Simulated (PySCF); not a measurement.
A structure optimised at PBE0-D3(BJ)/def2-SVP, used in a PySCF frequency run:

```
Si
O 1 1.6532
H 2 0.9616 1 117.75
N 1 1.7235 2 111.22 3 -65.39
C 4 1.1974 2 146.45 3 -61.18
O 5 1.1675 2 156.41 3 -58.81
H 1 1.4812 2 106.17 3 176.22
H 1 1.4893 7 112.23 2 122.56
```
Charge 0, spin multiplicity 1.

### Question
Write its SMILES and formula.

### Answer
O=C=N[SiH2]O, CH3NO2Si

### Question
What are its rotational constants (standard atomic weights)?

### Answer
16.511, 1.7699, 1.6364 GHz
